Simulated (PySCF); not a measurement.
# What a mistake does to a calculation on AlBCH6N

All numbers below are calculated, not measured. The program is PySCF 2.14.0, an open-source quantum chemistry code, run on an isolated molecule that a program drew, which may never have been made. The molecule is AlBCH6N (charge 0, doublet), drawn as the SMILES string `B[N]([CH2])[AlH2]`.

Each row is a Hartree-Fock (HF) and frozen-core CCSD(T) single point in the cc-pV(D+d)Z basis, meant for a local HF minimum. Run 1 is clean. Each other run has one planted mistake out of seven kinds, and not every kind appears here: one electron removed, one electron added, multiplicity raised by two, geometry at a saddle point, minimal basis STO-3G, one bond length entered in bohr, all coordinates scaled. The reference is restricted for singlets and unrestricted otherwise, and also for a bond in bohr. Adding or removing an electron swaps singlet and doublet. Electrons count all cores. HOMO and LUMO are orbital energies over both spins, the gradient is its largest component, and the lowest frequency (negative if imaginary) is given only where the gradient is small. Bond lengths are over the 9 bonds as drawn. T1 is the CCSD diagnostic: over 0.02 (restricted) or 0.045 (unrestricted) a single reference is doubtful.

Geometry of the clean run:
```xyz
10
AlBCH6N, angstrom
B     0.2098    0.5886   -1.7990
N     0.2919   -0.4652   -0.8568
C    -0.3603   -1.6854   -1.1058
Al    1.2681   -0.2142    0.6629
H     0.7888    1.6184   -1.5766
H    -0.4320    0.4579   -2.8082
H    -1.0092   -1.7637   -1.9663
H    -0.3963   -2.4332   -0.3260
H     2.0230    1.1420    0.8911
H     1.2906   -1.4113    1.6874
```

```
run,electrons,basis functions,<S^2>,HOMO (eV),LUMO (eV),gradient (hartree/bohr),lowest frequency (cm^-1),mean bond (Å),longest bond (Å),T1,HF (hartree),CCSD(T) (hartree),mistake
1,37,95,0.766,-8.20,1.41,2.0e-05,158,1.3730,1.824,0.0167,-362.42107,-362.92435,no fault
2,36,95,0.000,-16.24,-5.25,1.4e-01,-,1.3730,1.824,0.0184,-362.17246,-362.66347,one electron removed
3,38,95,0.000,0.48,5.83,2.0e-02,-,1.3730,1.824,0.0495,-362.34146,-362.90917,one electron added
4,37,95,0.770,-8.44,1.19,4.7e-02,-,1.5034,1.997,0.0201,-362.35360,-362.87390,?
5,37,30,0.770,-6.04,7.90,5.1e-02,-,1.3730,1.824,0.0198,-358.04102,-358.25960,?
```

**Which mistake was planted in run 4, and what did it cost?**

The mean and the longest bond both change by the same factor, 1.095, and the gradient is no longer small. So the mistake is: all coordinates scaled. Subtracting run 1 and multiplying by 627.51 kcal/mol a hartree, the energy moved by 42.3 kcal/mol in HF and 31.7 kcal/mol in CCSD(T).

**Which mistake was planted in run 5, and what did it cost?**

It has 30 basis functions where the clean run has 95, with the same electrons and geometry. So the mistake is: minimal basis STO-3G. Subtracting run 1 and multiplying by 627.51 kcal/mol a hartree, the energy moved by 2748.5 kcal/mol in HF and 2927.2 kcal/mol in CCSD(T).

Cautions from the logs. Run 3: T1 is over the limit, so its CCSD(T) energy is less reliable and the HOMO is above zero, so the electron isn't bound and the energy depends on the basis.
